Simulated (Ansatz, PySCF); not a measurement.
Spin states of O2Ru (SMILES [O]=[Ru]=[O]), each relaxed with B3LYP-D3(BJ)/def2-TZVP.
State 1 (charge 0, multiplicity 1):
```xyz
3

Ru     0.14609    -0.04425     0.15593
O      1.15992     0.24015    -1.14317
O     -1.33928    -0.14863     0.91692
```
State 2 (charge 0, multiplicity 3):
```xyz
3

Ru     0.2383    -0.0794     0.2611
O      1.0692     0.2508    -1.1591
O     -1.3408    -0.1241     0.8276
```

Singlets are restricted, other states unrestricted; no spin–orbit coupling, no relativity up to Kr; see below for the cores. The largest T1 diagnostic is 0.032.

The values were computed with Ansatz (Gaussian orbitals); PySCF for the dispersion terms. Each number belongs to the level named beside it. In def2 rows elements past Kr take small-core potentials, without spin–orbit coupling.

Q: One of these levels gives -0.045 eV for the energy of the multiplicity-3 state less that of the multiplicity-1 state. Which one is it?
A. B97M-V/def2-TZVPP
B. r2SCAN-D3(BJ)/def2-TZVPP
C. PBE/def2-TZVPP
D. r2SCANh/def2-TZVPP

A: D, r2SCANh/def2-TZVPP. The others give 0.227 (PBE/def2-TZVPP), -0.091 (r2SCAN-D3(BJ)/def2-TZVPP), 0.006 (B97M-V/def2-TZVPP)

Ansatz is a program for electronic structure.
